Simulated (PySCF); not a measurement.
**Correlation energy of F²⁺ (fluorine, charge +2)**

[He] 2s2 2p3, high-spin 4S determinant. Calculation: PySCF 2.14, in x2c-QZVPPall; scalar relativity by spin-free X2C-1e. Frozen: nothing; 7 electrons correlated.

| level | correlation energy (mhartree) |
| --- | --- |
| CCSD | -145.80 |
| (T) | -1.52 |
| CCSD(T) | -147.32 |

Diagnostics: T1 = 0.0024, D1 = 0.0074, largest double amplitude 0.028.

**Question.** Is a single reference adequate?

**Answer.** Yes: T1 lies below 0.03 and no double amplitude reaches 0.07.

This basis was not built for core-valence correlation, so the inner-shell part is incomplete.
